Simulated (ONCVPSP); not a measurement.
# Ranking ONCV potentials for sulfur

All share these settings but for the change named:

ONCVPSP 4.0.1 input, shortened (lines: element, Z, core and valence counts, functional; n l f; lmax; l rc ep ncon nbas qcut; lloc lpopt rc5 dvloc0; l nproj debl; icmod fcfact rcfact), LDA (Perdew-Wang 92), non-relativistic:

```
  S 16.00    3    2  -001012      upf
    1    0    2.00
    2    0    2.00
    2    1    6.00
    3    0    2.00
    3    1    4.00
    1
    0    1.40    0.00    3    7    3.70
    1    1.70    0.00    3    6    5.10
    4    5    1.30    3.00
    0    2    3.90
    1    2    1.20
    2    0.70    0.95
```

Cutoff: the first of the cutoffs (Ha) at which the residual kinetic energy of the hardest occupied pseudo-wave falls to 1 and 0.1 mHa per electron; the density cutoff is not measured.

The base gives 57 Ha.

Of 9 variants that were run, those that failed, showed a ghost or another fault, or gave nearly equal values are left out.

A variant can come out equal or close to the base.

**Question.** Rank these variants from softest to hardest (loose cutoff).
A. s: rc 1.88
B. s: rc 1.62
C. s: rc 1.24; local potential polynomial inside 1.24 bohr (lpopt 5, dvloc0 3 Ha)
D. s: rc 1.08; local potential polynomial inside 1.08 bohr (lpopt 5, dvloc0 3 Ha)
E. s: rc 1.78

**Answer.** A (8 Ha), E (13 Ha), D (27 Ha), B (30 Ha), C (64 Ha).
